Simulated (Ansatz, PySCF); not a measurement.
tert-butylthiol (C₄H₁₀S), SMILES CC(C)(C)S.

Coordinates come from a PBE0-D3(BJ)/def2-SVP optimisation. One conformer was computed; it need not be the lowest.

Vertical ionisation energy (IE) and electron affinity (EA) in eV. Rows of orbital energies are one-electron estimates. Where ΔSCF, EOM or ADC give a negative EA the extra electron is unbound and the value depends on the basis.

```
level                                                                  IE     EA
-------------------------------------------------------------------  ----  -----
−ε(HOMO), −ε(LUMO), CAM-B3LYP/def2-TZVP (PySCF)                       ___    ___
ΔSCF, PBE0/def2-SVPD (Ansatz), final states of multiplicity 2 and 2  8.95  -1.44
```

Q: Some entries are withheld; supply them. (Estimate from the structure and the level; the computed values follow.)

A: 
- −ε(HOMO), −ε(LUMO), CAM-B3LYP/def2-TZVP (PySCF), IE: 8.06
- −ε(HOMO), −ε(LUMO), CAM-B3LYP/def2-TZVP (PySCF), EA: -1.32

Q: What vertical singlet–triplet gap does ΔSCF give with PBE0/def2-SVPD (Ansatz, a first-principles code)? (The exact figures need the calculation; the answer reports its results.)

A: 5.01 eV (triplet above singlet where positive).
